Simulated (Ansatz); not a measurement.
Computed with Ansatz on PBE0-D4/def2-TZVP structures; ΔE is electronic, products minus reactants. CBS: MP2 limit from def2 TZ/QZ plus the TZ coupled-cluster correction, frozen cores. This one scheme is used for every species. DFT in def2-TZVPP. B3LYP here is the variant with VWN-RPA as its local correlation; programs differ in this. HSE06 is defined as in plane-wave codes. Each species was taken in one conformer, which may not be the lowest.

`B[Si](O)(O)F` + H₂O → `O[Si](O)(O)F` + BH₃  (formal hydrolysis of the Si–B bond)

CCSD(T)/CBS gives -137.8 kJ/mol.

Problem. Another level gave -128.2 kJ/mol. Which?
A. BHLYP/def2-TZVPP
B. B3LYP/def2-TZVPP
C. LC-ωPBE/def2-TZVPP
D. HSE06-D4/def2-TZVPP

Solution. D. HSE06-D4 -128.2, BHLYP -151.2, B3LYP -138.9, LC-ωPBE -133.8 kJ/mol.

Largest T1 diagnostic among the species: 0.012.

Leaving LDA and LC-ωPBE aside and taking each functional with its dispersion term where it has one, the values, not all of them listed here, spread over 32.1 kJ/mol, from BHLYP-D4 to PBE-D4. LDA lies −6.7 kJ/mol from PBE without D4. From BLYP to BHLYP (50 % exact exchange), in def2-TZVPP and without D4, ΔE moves by −20.9 kJ/mol. At CCSD(T), def2-SVP lies +4.2 kJ/mol from the extrapolated value and def2-TZVPP −3.2 kJ/mol.
